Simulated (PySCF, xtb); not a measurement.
C3H2BrF, SMILES BrC(=C=C)F.

GFN2-xTB run with xtb 6.7.1 at its own geometry gives an orbital gap of 3.75 eV and a dipole moment of 3.70 D.

Coordinates come from a PBE0-D3(BJ)/def2-SVP optimisation.

### Question
What does r2SCAN/def2-TZVP (PySCF) give? (The exact figures need the calculation; the answer reports its results.)

### Answer
gap 4.18 eV (levels -6.31 and -2.14 eV), dipole 1.82 D.
